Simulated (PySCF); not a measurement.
**C2H8O3Si3: full NMR table**

```yaml
Formula: C2H8O3Si3
SMILES: C#C[Si@@H](O[SiH3])O[SiH2]O
Point_group_of_the_computed_structure: C1
Degrees_of_unsaturation: 2
Carbon_signals: 2
Proton_signals: 6
```

Molfile (atoms numbered from 1):
```
C2H8O3Si3
     RDKit          3D

 16 15  0  0  0  0  0  0  0  0999 V2000
    1.1584    3.3578    0.2577 C   0  0  0  0  0  0  0  0  0  0  0  0
    0.9600    2.2615   -0.1929 C   0  0  0  0  0  0  0  0  0  0  0  0
    0.6554    0.5739   -0.8961 Si  0  0  1  0  0  4  0  0  0  0  0  0
    1.4831   -0.4940   -0.0108 O   0  0  0  0  0  0  0  0  0  0  0  0
    1.5312   -1.6323    1.1428 Si  0  0  0  0  0  4  0  0  0  0  0  0
   -0.9397    0.2844   -0.8622 O   0  0  0  0  0  0  0  0  0  0  0  0
   -2.2145   -0.2803   -0.0564 Si  0  0  0  0  0  4  0  0  0  0  0  0
   -1.6499   -1.1334    1.2071 O   0  0  0  0  0  0  0  0  0  0  0  0
    1.3309    4.3176    0.6537 H   0  0  0  0  0  0  0  0  0  0  0  0
    1.0576    0.3939   -2.2815 H   0  0  0  0  0  0  0  0  0  0  0  0
    1.0556   -1.0690    2.4038 H   0  0  0  0  0  0  0  0  0  0  0  0
    0.7341   -2.7820    0.7205 H   0  0  0  0  0  0  0  0  0  0  0  0
    2.9572   -1.9555    1.1928 H   0  0  0  0  0  0  0  0  0  0  0  0
   -2.9151   -1.1497   -0.9969 H   0  0  0  0  0  0  0  0  0  0  0  0
   -2.9829    0.8711    0.4082 H   0  0  0  0  0  0  0  0  0  0  0  0
   -2.2289   -1.5550    1.8337 H   0  0  0  0  0  0  0  0  0  0  0  0
  1  2  3  0
  2  3  1  0
  3  4  1  0
  4  5  1  0
  3  6  1  0
  6  7  1  0
  7  8  1  0
  1  9  1  0
  3 10  1  6
  5 11  1  0
  5 12  1  0
  5 13  1  0
  7 14  1  0
  7 15  1  0
  8 16  1  0
M  END
```

Theoretical values (PySCF 2.14): structure optimised with GFN2-xTB, NMR shieldings at PBE0/pcSseg-1/GIAO. Rapidly exchanging positions averaged, no solvent model, one computed conformer, relativity neglected.

Shifts are taken against calculated references (same method and geometry level): ¹H (31.72 ppm), ¹³C (186.93 ppm), ²⁹Si (349.16 ppm) vs TMS; ¹⁷O (336.08 ppm) against H2O.

| carbon | δC, type | δH (multiplicity) | HMBC from (2–3 bonds) | span of the C tensor (ppm) |
| --- | --- | --- | --- | --- |
| C1 | 96.7, CH | 1.74 (d) | H10 | 250 |
| C2 | 90.1, C | – | H10, H9 | 291 |

Other nuclei:
```
      atoms  nucleus                             environment  δ (ppm)  σ (ppm)
        H15       ¹H     hydrogen on a silicon bonded to 2 O     5.30    26.41
        H14       ¹H     hydrogen on a silicon bonded to 2 O     5.20    26.51
H11/H12/H13       ¹H       hydrogen on a silicon bonded to O     5.19    26.52
        H10       ¹H  hydrogen on a silicon bonded to C, 2 O     4.71    27.00
        H16       ¹H      hydrogen on an oxygen bonded to Si     1.44    30.28
        Si7     ²⁹Si              silicon bonded to 2 O, 2 H    -39.7    388.9
        Si5     ²⁹Si                silicon bonded to O, 3 H    -43.0    392.1
        Si3     ²⁹Si             silicon bonded to C, 2 O, H    -69.1    418.2
         O6      ¹⁷O                   oxygen bonded to 2 Si     89.5    246.6
         O4      ¹⁷O                   oxygen bonded to 2 Si     47.1    289.0
         O8      ¹⁷O                  oxygen bonded to Si, H     42.5    293.5
```

1. Carbon types of the structure: 1 × C, 1 × CH, leaving 7 H on heteroatoms.
2. δC 96.7: terminal alkyne carbon; the triple bond shields along its axis, which puts it between sp3 and sp2 carbons.
3. δC 90.1: alkyne carbon; the triple bond shields along its axis, which puts it between sp3 and sp2 carbons.
4. δH 4.71: hydrogen on a silicon bonded to C, 2 O.
5. δH 1.74: hydrogen on a terminal alkyne carbon; it lies on the axis of the triple bond, in its shielding cone.
6. δH 1.44: hydrogen on an oxygen bonded to Si; exchangeable, gas-phase position.

OH/NH shifts are gas-phase values; hydrogen bonding in solution moves them, usually downfield. Shifts are as computed. Against solution values, carbons near 30 ppm lie about +3 ppm off and those near 130 ppm about +5 ppm. Of 1211 compounds with measured shifts, 218 miss one by over three times the rms of a fit or turn the order of signals round; such compounds aren't used in these exercises. Experimental scales use liquid or dissolved standards, which lie at an offset from isolated H2O (liquid H2O: subtract about 36 ppm). Multiplicities follow the n + 1 count of equivalent neighbours, as no J values were calculated; m marks all less simple cases, F and P coupling included.
